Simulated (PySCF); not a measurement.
## Vertical excitation energies

Species: C5H3F3N2.
Structure used (GFN2-xTB), in Å, numbered top down from 1:
```
atom  x, y, z in Å
F1     2.6083    0.0234    1.3307
C2     2.1667   -0.1749    0.0779
F3     2.5979   -1.3815   -0.2992
F4     2.7829    0.7214   -0.6962
C5     0.6564   -0.0554    0.0084
N6    -0.0318   -1.1546    0.2508
C7    -1.3499   -1.0468    0.2059
C8    -1.9774    0.1584   -0.0792
C9    -1.1468    1.2470   -0.3077
N10    0.1715    1.1411   -0.2631
H11   -1.9017   -1.9550    0.4055
H12   -3.0502    0.2446   -0.1193
H13   -1.5302    2.2329   -0.5322
```

The calculation used TDDFT CAM-B3LYP/def2-SVPD, vertical, gas phase, core orbitals frozen in the response (PySCF 2.14.0, density-fitted response routines).

**Question.** Predict the UV-vis stick spectrum at this level.

**Answer.** 

```
state  E (eV)  E (hartree)       f  main configurations (H = HOMO, L = LUMO)
   S1    4.59       0.1686  0.0049                                 H→L (99%)
   S2    4.67       0.1718  0.0000                               H→L+1 (99%)
   S3    5.94       0.2183   0.029                H-1→L (71%), H-3→L+1 (28%)
   S4    6.20       0.2279  0.0002                               H-2→L (94%)
   S5    6.23       0.2289  0.0058                             H-2→L+1 (96%)
   S6    6.67       0.2452   0.110                H-1→L+1 (82%), H-3→L (16%)
   S7    7.72       0.2838   0.026                               H→L+2 (82%)
   S8    7.78       0.2859   0.498                H-3→L (80%), H-1→L+1 (15%)
```

Triplets, Tamm–Dancoff:

```
state  E (eV)  λ (nm)  main configurations (H = HOMO, L = LUMO)
   T1    4.04   306.8                                 H→L (94%)
   T2    4.32   287.2                               H→L+1 (92%)
   T3    4.45   278.7                H-1→L+1 (78%), H-3→L (17%)
```

The lowest singlet lies at 4.59 eV (270 nm, ultraviolet) and is very weak; its leading configuration is HOMO→LUMO (99%). The most intense listed level is S8 at 7.78 eV (159 nm, f = 0.498), 3.19 eV above S1. It is the last of those listed, so stronger ones may follow. Löwdin shares by element: HOMO nitrogen 68%, carbon 13% or more (atoms not listed hold the other 19%); LUMO carbon 44% or more, nitrogen 36% (atoms not listed hold the other 21%). The oscillator strengths of these states sum to 0.675; summed over the whole spectrum of an exact calculation they would give the number of electrons, 74 (Thomas–Reiche–Kuhn). Of the 8 states listed, 4 reach f = 0.01 and 2 stay under 0.0005. Orbital energies (eV): HOMO-3 -11.28, HOMO-2 -11.03, HOMO-1 -10.34, HOMO -9.53, LUMO -0.79, LUMO+1 -0.71, LUMO+2 1.03. The window holds the lowest 8 singlets.
